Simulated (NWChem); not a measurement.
# SnClF, singlet; SMILES [F][Sn][Cl]

```xyz
3

Sn    -0.3438     0.4451     0.0000
F      1.4396     1.2418     0.0000
Cl     0.3317    -1.8438     0.0000
```
Atoms are numbered in this order, from 1.

Computed with NWChem. Low-valent species are run as closed-shell singlets; no triplet was tried in these runs. Geometry: optimised at PBE0/def2-SVP. def2 effective core potentials on Sn; no spin-orbit coupling. Level: PBE0/def2-SVPD; rows give the wavelength of the field.

Q: Among these, which field gives the highest value of “isotropic polarisability (bohr³)”?
(A) 589 nm
(B) 1065 nm
(C) static

A: A, 589 nm. Values: static 53.5; 1065 nm 54.4; 589 nm 56.7
